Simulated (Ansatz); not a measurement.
`[CH3][Sn]([F])([F])[SH]` + HCl → `[CH3][Sn]([F])([F])[Cl]` + H₂S  (ligand exchange at the Sn–S bond)

Isolated molecules relaxed with PBE0-D4/def2-TZVP in Ansatz; ΔE leaves out vibrations. CCSD(T)/CBS adds triple-zeta CCSD(T) − MP2 to the extrapolated MP2 energy (def2 sets, frozen cores). This one scheme is used for every species. Functionals use def2-TZVPP. def2 core potentials past Kr. For Sn outer-core shells are correlated without core-valence functions, which leaves a few kJ/mol of doubt a bond. One conformer a species, not always the lowest.

```tsv
level	ΔE (kJ/mol)
CAM-B3LYP	-27.8
CCSD/def2-TZVPP	-24.3
```

(1) What does CCSD(T)/CBS give? (An estimate is asked.)

Largest T1 diagnostic among the species: 0.013.

Answers

(1) Computed: -23.8 kJ/mol. The listed levels differ from it by -4.0, -0.5 kJ/mol.

Leaving LDA and LC-ωPBE aside and taking each functional with its dispersion term where it has one, the values, not all of them listed here, spread over 8.3 kJ/mol, from B97M-V to PBE-D4. LDA lies +4.0 kJ/mol from PBE without D4. In def2-TZVPP, CCSD(T) changes the Hartree–Fock value by +13.9 kJ/mol (the triples alone add +1.7 kJ/mol) and MP2 by +15.3 kJ/mol. From BLYP to BHLYP (50 % exact exchange), in def2-TZVPP and without D4, ΔE moves by −3.8 kJ/mol.
